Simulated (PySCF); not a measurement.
ammonia borane cation (BH₆N), SMILES [NH3+][BH3-] (connectivity only; charge and spin as stated), charge +1, multiplicity 2.

Coordinates come from a B3LYP-D3(BJ)/def2-TZVP optimisation. The spin state was assumed, not searched.

Computed with B3LYP-D3(BJ)/def2-TZVP (PySCF).

Harmonic, unscaled wavenumbers; measured fundamentals usually lie a few per cent lower.

Computed harmonic wavenumbers and intensities:
```tsv
mode	ν (cm⁻¹)	IR (km/mol)	moving atoms (share of kinetic energy)
1	169	11.2	H 99 %
2	632	8.2	H 81 %, B 19 %
3	667	17.5	H 90 %, B 10 %
4	796	1.5	H 97 %
5	869	17.1	N 35 %, H 33 %, B 32 %
6	971	16.9	H 74 %, N 14 %, B 11 %
7	1022	22.3	H 72 %, B 24 %
8	1027	4.4	H 76 %, B 12 %, N 12 %
9	1214	70.2	H 93 %
10	1480	154.3	H 84 %, N 16 %
11	1644	45.5	H 96 %
12	1653	42.7	H 96 %
13	1984	39.1	H 98 %
14	2193	15.8	H 89 %, B 11 %
15	2784	10.9	H 90 %, B 10 %
16	3375	72.2	H 97 %
17	3427	127.4	H 92 %
18	3464	108.2	H 92 %, N 8 %
```
